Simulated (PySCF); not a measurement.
# Dipole moment and polarisability of `C=C[Si@@H]1CC[Si@H](F)N1`

Compound: C4H10FNSi2.
Geometry (PBE0-D3(BJ)/def2-SVP, Å), atoms numbered from 1 in this order:
```xyz
18
C4H10FNSi2 angstrom
C      2.092   -0.126   -1.243
C      1.953   -0.373    0.066
Si     0.494    0.258    1.049
C     -0.847   -1.056    1.306
C     -1.776   -1.024    0.075
Si    -1.894    0.740   -0.561
F     -1.847    0.751   -2.194
N     -0.456    1.402    0.121
H      1.359    0.481   -1.787
H      2.933   -0.516   -1.828
H      2.716   -0.989    0.563
H      0.982    0.844    2.337
H     -1.407   -0.780    2.216
H     -0.434   -2.061    1.485
H     -1.330   -1.600   -0.755
H     -2.757   -1.483    0.276
H     -3.126    1.513   -0.239
H     -0.145    2.350   -0.055
```

Level: PBE0/def2-SVPD (PySCF), static field, nuclei fixed, core orbitals frozen in the response. The polarisability tensor in these axes (au):

```
x   108.91  -2.55  -1.48
y    -2.55  89.92  -3.83
z    -1.48  -3.83 102.92
```

**Question.** Give the principal values, the mean and the anisotropy Δα = √{½[(α1 − α2)² + (α2 − α3)² + (α1 − α3)²]}.

**Answer.** Principal values 88.48, 103.86 and 109.41 au; mean 100.59 au = 14.91 Å³ = 16.58 × 10⁻⁴⁰ C²·m²/J; Δα = 18.79 au (19 % of the mean).

**Question.** What is the dipole moment, and where does it point?

**Answer.** (0.65, -0.40, 1.39) D, 1.59 D in size, pointing from the negative to the positive side. Measured along this direction, the outermost atoms are F7 at the negative end and H12 at the positive end.

**Question.** What molar refraction does this α imply?

**Answer.** Lorentz–Lorenz: R = (4π/3)N_A α = 2.5225 cm³/(mol·Å³) × 14.91 Å³ = 37.6 cm³/mol, in the limit of long wavelengths.

**Question.** What would n − 1 = 2πNα be for an ideal gas of these molecules at 400 K and 1 atm, electronic part alone?

**Answer.** N = p/kT = 1.8347 × 10¹⁹ cm⁻³, so n − 1 = 2π × N × 14.91 × 10⁻²⁴ cm³ = 1718 × 10⁻⁶ at long wavelengths, for an ideal gas.

**Question.** Find the Langevin capture rate constant for NO+ (29.998 u) meeting this molecule (147.034 u), k = 2.342 × 10⁻⁹ cm³/s × √(α in Å³ / reduced mass in u).

**Answer.** The reduced mass is 24.91 u, so k = 1.81 × 10⁻⁹ cm³/s. The formula leaves out the permanent dipole, which adds to the capture rate.

**Question.** Orientational against electronic polarisability at 250 K (dilute gas, rigid molecules)?

**Answer.** In Gaussian units μ²/3kT = 24.39 Å³ against 14.91 Å³, a ratio of 1.64; the Debye molar polarisation (4π/3)N_A(α + μ²/3kT) is 99.1 cm³/mol, leaving out the vibrational part.

One conformer (not necessarily the lowest) at the PBE0-D3(BJ)/def2-SVP geometry, without solvent, vibrations or thermal averaging.

The run behind these numbers computed excited states as well. Time: 56 s (with the writing of density and orbital grids); peak memory 1.1 GiB. Hardware: one thread, INTEL XEON PLATINUM 8581C at 2.30 GHz (x86_64), shared host with 96 logical CPUs at a one-minute load of 15.
